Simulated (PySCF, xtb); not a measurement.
B(I)2(OH) (BHI2O), SMILES IB(O)I.

xtb with GFN2-xTB at its own geometry gives an orbital gap of 4.67 eV and a dipole moment of 5.01 D.

Coordinates come from a B3LYP-D3(BJ)/def2-SVP optimisation. The def2 effective core potentials stand for the cores of I; spin–orbit coupling is left out. One conformer was computed; it need not be the lowest.

### Question
What does M06-2X/def2-TZVP in PySCF give? (The exact figures need the calculation; the answer reports its results.)

### Answer
gap 8.30 eV (levels -8.63 and -0.34 eV), dipole 1.74 D.
